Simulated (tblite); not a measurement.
A geometry optimisation, step by step.

C6H15AlClN.
Numbering: `[CH3:1][CH:2]([CH3:3])[C@@H:4]1[CH2:5][C@H:6]1[Al@@H-:7]([NH3+:8])[Cl:9]` (hydrogens: H10, H11, H12 on C1; H13 on C2; H14, H15, H16 on C3; H17 on C4; H18, H19 on C5; H20 on C6; H21 on Al7; H22, H23, H24 on N8)

Computed with GFN2-xTB (tblite), gas phase: L-BFGS steps from a force-field or distance-geometry start until the largest atomic force falls under 0.01 eV/Å. 7 of its 167 geometries are shown.

Step 0: E = -791.0454 eV, largest atomic force 3.341 eV/Å
```
atom  x, y, z in Å  |  force x, y, z in eV/Å
C1     -1.275    1.203    1.399   -0.454   0.430   0.372
C2     -1.544   -0.089    0.621    0.511   0.067   0.033
C3     -2.860   -0.020   -0.119   -0.968   0.364  -0.398
C4     -0.390   -0.331   -0.372   -0.230  -1.616   0.950
C5     -0.127   -1.797   -0.709    0.142   0.847  -0.166
C6      0.825   -1.055    0.209    0.417   0.463   0.097
Al7     2.580   -0.488   -0.593    0.805  -3.139   0.813
N8      2.683    1.421   -0.593   -0.012   1.503  -0.343
Cl9     4.238   -1.311    0.628   -1.036   0.918  -0.884
H10    -1.228    2.069    0.708    0.006  -0.461   0.422
H11    -2.105    1.385    2.128    0.694  -0.067  -0.561
H12    -0.332    1.131    1.964   -0.373   0.049  -0.273
H13    -1.616   -0.921    1.381    0.321   0.577  -0.837
H14    -3.701    0.149    0.588    0.473  -0.049  -0.437
H15    -2.859    0.823   -0.859   -0.016  -0.778   0.583
H16    -3.061   -0.969   -0.648    0.143   0.532   0.155
H17    -0.212    0.385   -1.190   -0.341  -0.212   0.553
H18     0.231   -1.955   -1.756   -0.525  -0.343   1.109
H19    -0.773   -2.537   -0.199    0.488   0.417  -0.913
H20     0.744   -1.360    1.281   -0.206   0.297  -0.763
H21     2.691   -1.030   -2.081    0.055   0.578   0.180
H22     2.177    1.795   -1.433    0.591  -0.195   0.859
H23     3.681    1.730   -0.615   -0.861  -0.069   0.010
H24     2.222    1.790    0.265    0.377  -0.115  -0.560
```

Step 28: E = -791.8509 eV, largest atomic force 0.053 eV/Å
```
atom  x, y, z in Å  |  force x, y, z in eV/Å
C1     -1.290    1.221    1.391    0.000  -0.009   0.001
C2     -1.559   -0.080    0.635    0.010  -0.003  -0.003
C3     -2.880    0.006   -0.130   -0.003   0.003  -0.005
C4     -0.410   -0.390   -0.304    0.016  -0.009   0.013
C5     -0.126   -1.795   -0.694   -0.009   0.004  -0.018
C6      0.838   -1.068    0.230   -0.006   0.001   0.018
Al7     2.631   -0.714   -0.554   -0.049  -0.003  -0.020
N8      2.686    1.385   -0.573   -0.008   0.024   0.001
Cl9     4.333   -1.104    0.510    0.011  -0.002   0.000
H10    -1.233    2.059    0.696    0.006  -0.017   0.017
H11    -2.086    1.423    2.105    0.020   0.000  -0.014
H12    -0.348    1.151    1.933   -0.010   0.018   0.002
H13    -1.632   -0.897    1.363   -0.017   0.023   0.009
H14    -3.709    0.179    0.554    0.013  -0.001   0.001
H15    -2.854    0.823   -0.848    0.018  -0.011   0.003
H16    -3.067   -0.919   -0.670    0.011   0.007   0.000
H17    -0.278    0.361   -1.079    0.021  -0.005   0.000
H18     0.190   -1.978   -1.713    0.011  -0.031  -0.009
H19    -0.744   -2.581   -0.283   -0.008  -0.003  -0.016
H20     0.710   -1.389    1.268   -0.011   0.008   0.010
H21     2.729   -0.898   -2.091    0.003  -0.003  -0.001
H22     2.184    1.738   -1.383   -0.006   0.004   0.017
H23     3.646    1.716   -0.624   -0.017   0.001  -0.005
H24     2.258    1.772    0.266    0.006   0.004  -0.001
```

Step 55: E = -791.8611 eV, largest atomic force 0.040 eV/Å
```
atom  x, y, z in Å  |  force x, y, z in eV/Å
C1     -1.241    1.232    1.369   -0.007   0.018   0.021
C2     -1.528   -0.074    0.629    0.020   0.005   0.018
C3     -2.822    0.033   -0.176    0.001  -0.003   0.011
C4     -0.365   -0.431   -0.270    0.010  -0.017   0.007
C5     -0.127   -1.841   -0.672    0.016  -0.012  -0.003
C6      0.835   -1.169    0.292    0.011   0.035   0.015
Al7     2.575   -0.709   -0.544   -0.026  -0.003  -0.017
N8      2.570    1.396   -0.532    0.004   0.029   0.006
Cl9     4.366   -1.019    0.392    0.026  -0.016   0.006
H10    -1.148    2.057    0.662    0.007  -0.010   0.006
H11    -2.047    1.466    2.061   -0.008   0.009  -0.002
H12    -0.315    1.151    1.935    0.002  -0.003  -0.012
H13    -1.648   -0.871    1.372   -0.003  -0.004  -0.001
H14    -3.666    0.234    0.482    0.001   0.015  -0.024
H15    -2.751    0.838   -0.906   -0.012  -0.034   0.014
H16    -3.010   -0.899   -0.705   -0.014   0.029  -0.019
H17    -0.164    0.321   -1.031   -0.012  -0.016  -0.024
H18     0.214   -2.026   -1.682    0.008  -0.005  -0.015
H19    -0.787   -2.608   -0.292   -0.018   0.000   0.008
H20     0.675   -1.496    1.322    0.006   0.007  -0.007
H21     2.581   -0.829   -2.091    0.006  -0.014  -0.020
H22     1.992    1.789   -1.269   -0.009  -0.020   0.023
H23     3.531    1.688   -0.696   -0.011   0.013   0.005
H24     2.268    1.786    0.358    0.003  -0.002   0.004
```

Step 83: E = -791.8811 eV, largest atomic force 0.062 eV/Å
```
atom  x, y, z in Å  |  force x, y, z in eV/Å
C1     -1.134    1.233    1.311   -0.019   0.001  -0.003
C2     -1.486   -0.062    0.577    0.013  -0.004  -0.008
C3     -2.728    0.132   -0.290   -0.036   0.003   0.008
C4     -0.323   -0.521   -0.272    0.053  -0.002   0.000
C5     -0.081   -1.959   -0.550   -0.006  -0.020  -0.004
C6      0.880   -1.206    0.351    0.021  -0.027  -0.004
Al7     2.537   -0.684   -0.616   -0.027   0.027   0.014
N8      2.376    1.398   -0.354    0.019   0.021  -0.049
Cl9     4.445   -1.029    0.022    0.000   0.006   0.015
H10    -0.922    2.027    0.595    0.005   0.002   0.021
H11    -1.964    1.554    1.936   -0.001   0.010   0.001
H12    -0.263    1.089    1.948   -0.004  -0.005  -0.045
H13    -1.700   -0.834    1.324    0.007  -0.002   0.002
H14    -3.573    0.451    0.315   -0.044   0.015   0.031
H15    -2.549    0.890   -1.051    0.013  -0.010  -0.002
H16    -2.993   -0.798   -0.787    0.020  -0.003  -0.020
H17    -0.112    0.144   -1.110   -0.012   0.003  -0.012
H18     0.256   -2.223   -1.546   -0.002  -0.021  -0.010
H19    -0.737   -2.691   -0.103   -0.031  -0.027  -0.006
H20     0.721   -1.460    1.400    0.032   0.053  -0.007
H21     2.350   -0.681   -2.158   -0.030   0.006  -0.001
H22     1.496    1.698   -0.767    0.044   0.002   0.040
H23     3.132    1.912   -0.800   -0.024  -0.035   0.024
H24     2.361    1.643    0.634    0.012   0.007   0.014
```

Step 111: E = -791.8951 eV, largest atomic force 0.031 eV/Å
```
atom  x, y, z in Å  |  force x, y, z in eV/Å
C1     -1.083    1.228    1.243   -0.010   0.007  -0.006
C2     -1.478   -0.067    0.531   -0.018   0.002   0.008
C3     -2.716    0.153   -0.338    0.005   0.001  -0.002
C4     -0.327   -0.584   -0.303   -0.020  -0.005   0.010
C5     -0.092   -2.040   -0.479    0.011  -0.001   0.000
C6      0.880   -1.229    0.355   -0.018  -0.006  -0.005
Al7     2.477   -0.632   -0.658    0.000  -0.002  -0.004
N8      2.350    1.421   -0.229    0.014   0.001  -0.028
Cl9     4.427   -0.973   -0.150    0.011  -0.012   0.004
H10    -0.882    2.015    0.517    0.010   0.007  -0.007
H11    -1.884    1.570    1.895   -0.006  -0.007   0.002
H12    -0.192    1.067    1.848   -0.005   0.020  -0.006
H13    -1.715   -0.816    1.296   -0.003  -0.009  -0.003
H14    -3.563    0.477    0.263    0.019  -0.016   0.008
H15    -2.517    0.916   -1.089   -0.005  -0.008  -0.012
H16    -2.983   -0.769   -0.851   -0.006   0.010   0.007
H17    -0.120    0.023   -1.186   -0.006   0.001   0.015
H18     0.230   -2.381   -1.456    0.017   0.005  -0.005
H19    -0.748   -2.737    0.025   -0.001   0.017  -0.004
H20     0.737   -1.397    1.423    0.014  -0.003  -0.003
H21     2.193   -0.536   -2.181   -0.004   0.002  -0.006
H22     1.411    1.768   -0.404    0.002  -0.004   0.016
H23     3.003    1.944   -0.808   -0.004  -0.003  -0.004
H24     2.581    1.599    0.745    0.004   0.002   0.023
```

Step 138: E = -791.9012 eV, largest atomic force 0.041 eV/Å
```
atom  x, y, z in Å  |  force x, y, z in eV/Å
C1     -1.144    1.270    1.208   -0.006  -0.009   0.004
C2     -1.495   -0.061    0.541   -0.019   0.001   0.004
C3     -2.761    0.083   -0.304    0.001  -0.011   0.001
C4     -0.337   -0.548   -0.299   -0.005   0.010   0.000
C5     -0.089   -1.997   -0.515    0.010   0.000  -0.002
C6      0.870   -1.201    0.349   -0.014   0.001  -0.005
Al7     2.486   -0.641   -0.653    0.003  -0.002  -0.027
N8      2.457    1.407   -0.202    0.003   0.013  -0.006
Cl9     4.416   -1.096   -0.159    0.001   0.001  -0.004
H10    -0.997    2.049    0.459   -0.006  -0.025  -0.009
H11    -1.947    1.586    1.870    0.013   0.019   0.010
H12    -0.231    1.167    1.792   -0.009   0.014   0.018
H13    -1.683   -0.799    1.329   -0.004   0.002  -0.001
H14    -3.604    0.387    0.314    0.013   0.019  -0.009
H15    -2.613    0.831   -1.082   -0.012  -0.009   0.011
H16    -3.010   -0.862   -0.781    0.022  -0.008  -0.003
H17    -0.133    0.084   -1.163    0.016   0.011   0.001
H18     0.248   -2.297   -1.500   -0.002  -0.030  -0.006
H19    -0.743   -2.716   -0.040   -0.006   0.014  -0.007
H20     0.723   -1.399    1.412    0.002   0.004  -0.003
H21     2.202   -0.498   -2.175    0.000  -0.006   0.016
H22     1.518    1.786   -0.301    0.041  -0.006   0.001
H23     3.079    1.899   -0.840   -0.038   0.000   0.014
H24     2.775    1.585    0.748   -0.004  -0.002   0.002
```

Step 166: E = -791.9041 eV, largest atomic force 0.008 eV/Å
```
atom  x, y, z in Å  |  force x, y, z in eV/Å
C1     -1.160    1.301    1.179    0.000   0.001  -0.002
C2     -1.489   -0.051    0.543    0.000   0.002   0.002
C3     -2.754    0.051   -0.309   -0.002  -0.001   0.002
C4     -0.326   -0.538   -0.292    0.000   0.001   0.002
C5     -0.092   -1.988   -0.514    0.003   0.002   0.002
C6      0.876   -1.204    0.350    0.003   0.003   0.000
Al7     2.477   -0.640   -0.679   -0.005   0.000   0.001
N8      2.476    1.392   -0.149   -0.001  -0.001   0.003
Cl9     4.415   -1.134   -0.261    0.004   0.001   0.002
H10    -0.999    2.053    0.406    0.004  -0.001   0.003
H11    -1.979    1.638    1.811    0.005  -0.002  -0.003
H12    -0.263    1.223    1.790   -0.004   0.005  -0.004
H13    -1.667   -0.774    1.347    0.000  -0.001  -0.002
H14    -3.600    0.374    0.294   -0.003   0.000  -0.002
H15    -2.611    0.769   -1.115    0.000  -0.001   0.007
H16    -2.990   -0.914   -0.750   -0.001   0.000  -0.001
H17    -0.114    0.099   -1.151    0.000  -0.003  -0.002
H18     0.237   -2.296   -1.499    0.000   0.001   0.003
H19    -0.755   -2.698   -0.038    0.000   0.003  -0.003
H20     0.735   -1.404    1.412    0.000  -0.001  -0.005
H21     2.150   -0.455   -2.185    0.000  -0.001  -0.002
H22     1.523    1.746   -0.135    0.003   0.002   0.004
H23     3.015    1.936   -0.819   -0.001  -0.002   0.000
H24     2.883    1.532    0.773   -0.006  -0.003  -0.004
```

Problem. Summarise the path.

Solution. The energy falls by 82.85 kJ/mol from step 0 to step 166; nine tenths of that is first reached at step 7. It falls at every step. The largest force goes from 3.341 to 0.008 eV/Å. Among the bonds Al7–N8 changes most, from 1.912 to 2.100 Å; the atoms move by 0.521 Å rms after alignment.

Problem. Follow the three bonds and two angles with the largest change from start to end.

Solution. 
```
step  E above end (kJ/mol)  largest force (eV/Å)  Al7–N8 (Å)  Al7–Cl9 (Å)  C4–C5 (Å)  C6–Al7–Cl9 (°)  N8–Al7–H21 (°)
   0                 82.85                 3.341       1.912        2.218      1.527           109.2           109.7
   7                  8.23                 0.217       2.138        2.044      1.487           116.2            98.2
  14                  6.06                 0.099       2.124        2.047      1.487           118.2            96.3
  22                  5.37                 0.041       2.100        2.046      1.486           119.9            95.7
  29                  5.11                 0.051       2.098        2.045      1.486           120.9            96.3
  36                  4.89                 0.043       2.111        2.045      1.487           121.5            96.7
  43                  4.60                 0.045       2.113        2.048      1.486           122.1            96.5
  51                  4.26                 0.031       2.112        2.048      1.486           122.6            94.9
  58                  4.04                 0.049       2.104        2.047      1.485           122.4            95.1
  65                  3.67                 0.074       2.103        2.044      1.485           122.6            95.7
  72                  3.02                 0.116       2.107        2.041      1.486           124.9            95.9
  79                  2.55                 0.154       2.102        2.043      1.486           125.4            96.6
  87                  1.93                 0.064       2.099        2.043      1.486           125.3            96.8
  94                  1.57                 0.047       2.097        2.045      1.486           125.2            96.8
 101                  1.15                 0.054       2.097        2.044      1.486           126.3            97.2
 108                  0.94                 0.033       2.098        2.043      1.487           126.3            97.7
 115                  0.81                 0.022       2.103        2.044      1.486           126.1            97.6
 123                  0.67                 0.044       2.101        2.044      1.486           125.6            97.3
 130                  0.48                 0.029       2.103        2.043      1.485           125.1            96.8
 137                  0.31                 0.037       2.097        2.045      1.486           125.6            96.8
 144                  0.17                 0.022       2.098        2.044      1.486           126.2            97.1
 152                  0.08                 0.022       2.099        2.044      1.486           126.4            97.3
 159                  0.03                 0.014       2.099        2.043      1.486           126.3            97.2
 166                  0.00                 0.008       2.100        2.043      1.486           126.2            97.4
```

What follows is the cost of the whole relaxation. Hardware: Arm Neoverse V1, one thread (shared host). Cost: 1.8 s.
